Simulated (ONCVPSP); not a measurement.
Building the ONCV potential for boron (B) (PBE, scalar-relativistic).

B (Z = 5), optimised norm-conserving Vanderbilt (ONCV), made with ONCVPSP 4.0.1 (PBE, scalar-relativistic). Core [He], reference 2s2 2p1. Waves: 2s: rc 1.55 bohr, ncon 3, nbas 7, qcut 3.8 1/bohr, 2 projectors, debl 1.8 Ha; 2p: rc 3.35 bohr, ncon 4, nbas 7, qcut 3.6 1/bohr, 3 projectors, debl 3.4 Ha. Local part: polynomial inside 1.00 bohr (lpopt 5, dvloc0 3 Ha). Core correction: Teter function, fcfact 5.75, rcfact 1.55.

Task: Does the generator finish with these settings?

Result: Yes, a potential is produced and its reference levels are reproduced.

Task: Estimate the cutoffs (Ha) at which the residual kinetic energy of the hardest occupied pseudo-wave falls to 1 and 0.1 mHa per electron.

Result: 9.1 Ha and 53 Ha.

Task: What does a ghost test show?

Result: No bound ghost flagged; no localised positive-energy state flagged.

Task: Which valence shell sets the plane-wave cutoff?

Result: 2s: 9 Ha for 1 mHa per electron, against 5 Ha for 2p.

Task: Tests: 2s2 2p0; 2s1 2p0; 2s2 2p0.5; 2s1 2p2. Which has the largest error in its energy relative to the reference configuration, and how large is it?

Result: 2s1 2p0, with +484 meV (all-electron minus pseudo) on +33.64 eV.
